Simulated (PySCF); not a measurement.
Some computed properties have been withheld. Give your best values.

Compound: C₅H₆F₂O.
InChI=1S/C5H6F2O/c6-4(7)8-5-1-3(5)2-5/h3-4H,1-2H2/t3-,5-

Conformer (atom-mapped SMILES and torsion angles): `[F:1][CH:2]([F:3])[O:4][C@:5]12[CH2:6][C@H:7]1[CH2:8]2`: F1–C2–O4–C5 170°, C2–O4–C5–C6 -102°.

| property | level | value |
| --- | --- | --- |
| point group | PBE0-D3(BJ)/def2-SVP | C1 |
| rotational constants A, B, C | PBE0-D3(BJ)/def2-SVP | 4.793, 1.317, 1.158 GHz |
| dipole moment | wB97X-D/def2-SVPD | 2.33 D |
| HOMO energy | wB97X-D/def2-SVPD | ? |
| LUMO energy | wB97X-D/def2-SVPD | ? |
| lowest singlet excitation | TDDFT wB97X-D/def2-SVPD | 7.57 eV (164 nm, f = 0.036) |
| strongest line among the 10 lowest singlet transitions | TDDFT wB97X-D/def2-SVPD | ? |
| lowest triplet excitation (Tamm–Dancoff) | TDA wB97X-D/def2-SVPD | ? |
| static isotropic polarisability | wB97X-D/def2-SVPD | ? |
| vertical ionisation energy | ΔSCF wB97X-D/def2-SVPD | 9.60 eV |
| electronic spatial extent ⟨r²⟩ about the centre of nuclear charge | wB97X-D/def2-SVPD | ? |
| 13C chemical shifts (computed TMS as zero) by class | GIAO PBE0/pcSseg-1 | 123.2 (1 C), 47.8 (1 C), 36.6 (2 C), 4.3 (1 C) ppm |
| 1H chemical shifts (computed TMS as zero) by class | GIAO PBE0/pcSseg-1 | 6.04 (1 H), 2.04 (2 H), 1.83 (1 H), 1.11 (2 H) ppm |
| isotropic shieldings of nuclei other than C and H, by class | GIAO PBE0/pcSseg-1 | 220 (1 O), 273 (2 F) ppm |
| largest of the computed one-bond spin–spin couplings (means over like bonds) | B3LYP/pcJ-1, spin–dipole term left out for some pairs | ? |
| core binding energies | ΔSCF SCAN, pcX-2 on the ionised atom, pcseg-1 elsewhere, spin-free X2C | C1s 291.1, C1s 291.4 (×2), C1s 292.6, C1s 297.2, O1s 539.7, F1s 693.7 (×2) eV |

The electronic properties come from PySCF, for the isolated species, density fitting. Geometry: PBE0-D3(BJ)/def2-SVP, one conformer, isolated molecule. NMR classes are plain means over equivalent atoms (diastereotopic ones count apart unless rotation or inversion swaps them), as if these changed places fast; in this geometry the members of some classes differ.

Problem. The LUMO energy?

Solution. 2.33 eV.

Problem. What is the lowest triplet excitation (Tamm–Dancoff)?

Solution. 6.79 eV.

Problem. The HOMO energy?

Solution. -9.33 eV.

Problem. Give the strongest line among the 10 lowest singlet transitions.

Solution. S3 at 8.25 eV (150 nm, f = 0.096).

Problem. Give the static isotropic polarisability.

Solution. 61.4 au.

Problem. What is the electronic spatial extent ⟨r²⟩ about the centre of nuclear charge?

Solution. 987 bohr².

Problem. The largest of the computed one-bond spin–spin couplings (means over like bonds)?

Solution. 19F–13C -322.1 (×2), 13C–1H +221.6, 13C–1H +220.8, 13C–1H +180.0 (×2), 13C–1H +161.5 (×2), 13C–13C +28.4 (×2), 13C–13C +23.6 (×2), 17O–13C +22.9 Hz.

In wavenumbers S1 is 61000 cm⁻¹ (1 eV = 8065.54 cm⁻¹). With B = h/(8π²I), that is 505.379 GHz u Å² over I, the principal moments of inertia are 105.4, 383.7 and 436.3 u Å² (most abundant isotopes). The vertical singlet–triplet gap S1 − T1 is 0.78 eV (TDDFT singlet less Tamm–Dancoff triplet). The polarisability is 9.09 Å³ as a volume (1 au = 0.148185 Å³), or 0.99 au for each of the 62 electrons. No computed singlet falls in the visible range (750 to 380 nm, 1.65 to 3.26 eV); S1 lies 4.31 eV above its blue end. The dipole matches unit charges of opposite sign 0.49 Å apart (1 e·Å = 4.8032 D).

For the NMR shielding job (PBE0/pcSseg-1), on x86-64 server, one thread, shared host, this took 21 s.
